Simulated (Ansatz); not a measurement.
C3H5ClGe (`C#[C][GeH2][CH2]Cl`), relaxed with RKS PBE-D4/def2-SVP in the Gaussian-basis code of Ansatz from a rough embedded geometry. The force threshold is 0.03 eV/Å; the program also tests the step.

Total charge 0; spin multiplicity 1.

Start:

```xyz
10

C     2.246    0.854    1.107
C     1.155    0.725    0.757
Ge   -0.615    0.578    0.192
C    -0.907   -0.966   -1.027
Cl   -0.423   -2.434   -0.133
H     3.307    0.876    1.427
H    -1.084    1.864   -0.571
H    -1.599    0.370    1.406
H    -1.908   -1.032   -1.315
H    -0.172   -0.835   -1.842
```

(1) How much energy does the relaxation release, and in how many steps? (Best estimate.)

(2) Which bonds change most? (An estimate is asked.)

(3) Give the relaxed structure. (An estimate is asked.)

Answers

(1) Ansatz gave: 0.50 eV, in 4 steps.

(2) Computed: C1–C2 from 1.154 to 1.228 Å; C4–H9 from 1.044 to 1.108 Å; C2–Ge3 from 1.864 to 1.906 Å; Ge3–H8 from 1.576 to 1.546 Å.

(3) Ansatz gave: 
```xyz
10

C     2.301    0.834    1.106
C     1.127    0.738    0.760
Ge   -0.691    0.594    0.208
C    -0.860   -0.962   -1.003
Cl   -0.479   -2.487   -0.128
H     3.336    0.913    1.414
H    -1.090    1.889   -0.551
H    -1.591    0.383    1.447
H    -1.892   -1.035   -1.398
H    -0.160   -0.867   -1.855
```
